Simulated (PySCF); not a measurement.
C₆H₅F₃.
Z-matrix (Å and degrees, PBE0-D3(BJ)/def2-SVP geometry), rows numbered from 1:
```
C 
C   1  1.3427
C   2  1.4495  1  122.60
C   3  1.3536  2  128.54  1   179.74
C   4  1.4403  3  128.43  2    -0.62
F   5  1.3369  4  119.83  3    -1.09
C   5  1.3450  4  123.70  3   179.17
F   7  1.3043  5  124.23  4   179.31
F   7  1.3096  5  123.30  4    -0.56
H   1  1.0923  2  121.45  3   179.84
H   1  1.0947  2  121.35  3    -0.16
H   2  1.0920  1  119.45  3  -179.86
H   3  1.0955  2  115.41  1    -0.37
H   4  1.0925  3  117.99  2   179.63
```

Computed with PySCF at PBE0/pcSseg-1 and CAM-B3LYP/def2-SVPD, non-relativistic, on one gas-phase PBE0-D3(BJ)/def2-SVP geometry that isn't relaxed in the solvent. The solvent is an IEF-PCM continuum (van der Waals radii × 1.2). Specific hydrogen bonds and non-electrostatic terms are outside this model.

Gas phase at PBE0/pcSseg-1: HOMO -6.35 eV, LUMO -1.61 eV, dipole 1.30 D.

Task: What does the continuum do to the energy, the frontier levels and the dipole at PBE0/pcSseg-1 in benzene?

Result: 
| solvent | ε | E(solvent) − E(gas) (kJ/mol) | polarisation term (kJ/mol) | distortion of the solute (kJ/mol) | HOMO (eV) | LUMO (eV) | dipole (D) |
| --- | --- | --- | --- | --- | --- | --- | --- |
| benzene | 2.271 | -4.85 | -5.04 | 0.19 | -6.30 | -1.56 | 1.44 |

The polarisation term is half the interaction of the solute with the surface charges that it induces; the rest is the cost of distorting the solute's density. The sum is the electrostatic part of solvation alone.

Task: Which radius a makes the point-dipole formula ΔE = −[(ε − 1)/(2ε + 1)]·μ²/a³ give the value in benzene, with the gas-phase dipole?

Result: μ = 0.511 au and |ΔE| = 0.00185 Eh give a = 1.69 Å; the farthest nucleus lies 3.93 Å from the centroid of the nuclei, so such a sphere wouldn't even hold the nuclei. The formula assumes a rigid point dipole at the centre of a sphere.

Gas phase at CAM-B3LYP/def2-SVPD: HOMO -7.61 eV, LUMO -0.66 eV, dipole 1.55 D.

Task: What does the continuum do to the energy, the frontier levels and the dipole at CAM-B3LYP/def2-SVPD in benzene?

Result: 
```
solvent      ε  E(solvent) − E(gas) (kJ/mol)  polarisation term (kJ/mol)  distortion of the solute (kJ/mol)  HOMO (eV)  LUMO (eV)  dipole (D)
benzene  2.271                         -4.76                       -4.98                               0.22      -7.54      -0.58        1.74
```

Task: How does the static polarisability (CAM-B3LYP/def2-SVPD, frozen core, with the continuum's full static response) change?

Result: 
| medium | isotropic (au) | principal values (au) | ⟨r²⟩ of the electrons (bohr²) |
| --- | --- | --- | --- |
| gas | 91.6 | 47.6, 66.7, 160.4 | 1574.0 |
| benzene | 106.2 | 53.3, 75.3, 189.9 | 1573.7 |

The isotropic value in benzene is 1.16 times the gas-phase one; no cavity-field correction is applied. ⟨r²⟩ is taken about the centre of nuclear charge.
